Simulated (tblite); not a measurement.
Compound: C3H2NO4S (charge -1).
SMILES with atom numbers: `[O:1]=[S:2](=[O:3])([O-:4])[c:5]1[cH:6][n:7][cH:8][o:9]1` (hydrogens: H10 on C6; H11 on C8)
Bond orders are those of one Lewis drawing.

Computed with GFN2-xTB (tblite), gas phase: Langevin dynamics at 600 K from the optimised GFN2-xTB geometry, time step 0.5 fs, friction 0.01 fs⁻¹, 2000 steps.

Start geometry:
```
atom  x, y, z in Å
O1      2.184   -1.014    1.122
S2      1.910   -0.080    0.041
O3      2.288    1.299    0.313
O4      2.255   -0.557   -1.290
C5      0.085    0.005    0.003
C6     -0.800    1.026    0.165
N7     -2.076    0.542    0.034
C8     -1.912   -0.721   -0.195
O9     -0.634   -1.113   -0.227
H10    -0.603    2.058    0.362
H11    -2.690   -1.443   -0.353
```

The statistics below take the 31 frames saved every 25 fs from 250 to 1000 fs; their kinetic temperature (all 3N coordinates) averages 600 K.

**Question.** How do the bond lengths spread?

**Answer.** 
| bond | start (Å) | mean (Å) | standard deviation (Å) | shortest (Å) | longest (Å) |
| --- | --- | --- | --- | --- | --- |
| O1=S2 | 1.455 | 1.457 | 0.022 | 1.413 | 1.490 |
| S2=O3 | 1.455 | 1.457 | 0.031 | 1.398 | 1.527 |
| S2–O4 | 1.455 | 1.461 | 0.024 | 1.406 | 1.513 |
| S2–C5 | 1.827 | 1.839 | 0.064 | 1.714 | 1.994 |
| C5–C6 | 1.360 | 1.365 | 0.034 | 1.288 | 1.440 |
| C6–N7 | 1.372 | 1.383 | 0.038 | 1.281 | 1.460 |
| N7–C8 | 1.294 | 1.301 | 0.033 | 1.249 | 1.381 |
| C8–O9 | 1.337 | 1.345 | 0.034 | 1.261 | 1.414 |
| C5–O9 | 1.349 | 1.357 | 0.043 | 1.285 | 1.455 |
| C6–H10 | 1.069 | 1.083 | 0.051 | 1.000 | 1.183 |
| C8–H11 | 1.073 | 1.080 | 0.046 | 0.994 | 1.193 |

**Question.** Give the same statistics for bond angles, one of each kind among heavy atoms.

**Answer.** 
```
   angle  start (°)  mean (°)  standard deviation (°)  smallest (°)  largest (°)
O1–S2–O3      114.9     114.6                     4.2         106.9        125.0
O1–S2–C5      103.5     102.8                     5.5          95.2        115.8
S2–C5–C6      133.0     128.5                    11.6         111.9        152.2
S2–C5–O9      119.8     121.9                    11.1          99.7        140.6
C6–C5–O9      107.2     107.0                     2.8         102.4        114.8
C5–C6–N7      109.2     109.1                     2.3         104.5        114.0
C6–N7–C8      104.1     104.1                     2.7          99.7        110.5
N7–C8–O9      114.3     113.9                     4.1         106.0        120.8
C5–O9–C8      105.2     105.5                     3.5          96.9        112.8
```

**Question.** How far does each atom move about its mean position (frames aligned on the start, all atoms weighted alike), and what rms force does it feel?

**Answer.** 
```json
{"atom": "O1", "rms displacement (Å)": "0.47", "rms force (eV/Å)": "1.32"}
{"atom": "S2", "rms displacement (Å)": "0.07", "rms force (eV/Å)": "2.65"}
{"atom": "O3", "rms displacement (Å)": "0.54", "rms force (eV/Å)": "1.65"}
{"atom": "O4", "rms displacement (Å)": "0.44", "rms force (eV/Å)": "1.31"}
{"atom": "C5", "rms displacement (Å)": "0.25", "rms force (eV/Å)": "2.51"}
{"atom": "C6", "rms displacement (Å)": "0.25", "rms force (eV/Å)": "2.79"}
{"atom": "N7", "rms displacement (Å)": "0.12", "rms force (eV/Å)": "2.38"}
{"atom": "C8", "rms displacement (Å)": "0.18", "rms force (eV/Å)": "3.11"}
{"atom": "O9", "rms displacement (Å)": "0.20", "rms force (eV/Å)": "2.30"}
{"atom": "H10", "rms displacement (Å)": "0.44", "rms force (eV/Å)": "1.75"}
{"atom": "H11", "rms displacement (Å)": "0.39", "rms force (eV/Å)": "1.54"}
```

The displacements run from 0.07 to 0.54 Å, the largest at O3.

**Question.** Follow the torsion O1–S2–C5–C6 through every second one of these frames.

**Answer.** 
```csv
t (fs),O1–S2–C5–C6 (°)
250,118
300,112
350,107
400,105
450,82
500,68
550,75
600,78
650,82
700,83
750,98
800,113
850,105
900,118
950,123
1000,119
```

Largest departure from the start value over all these frames: O1–S2–C5–C6 55° (start 120°).

**Question.** How widely does the potential energy scatter, against a harmonic estimate?

**Answer.** Mean 0.67 eV above the start, standard deviation 0.172 eV, range 0.37 to 1.02 eV. For 27 classical harmonic modes at 600 K the canonical values are 27kT/2 = 0.70 eV and kT·√(27/2) = 0.190 eV.

The run is classical and short, so these are rough statistics of one trajectory.

What follows is the cost of the whole dynamics run. On one thread of an Arm Neoverse V1, shared host with 32 logical CPUs at a one-minute load of 8.1, this took 11 s and 0.24 GiB of memory at its peak.
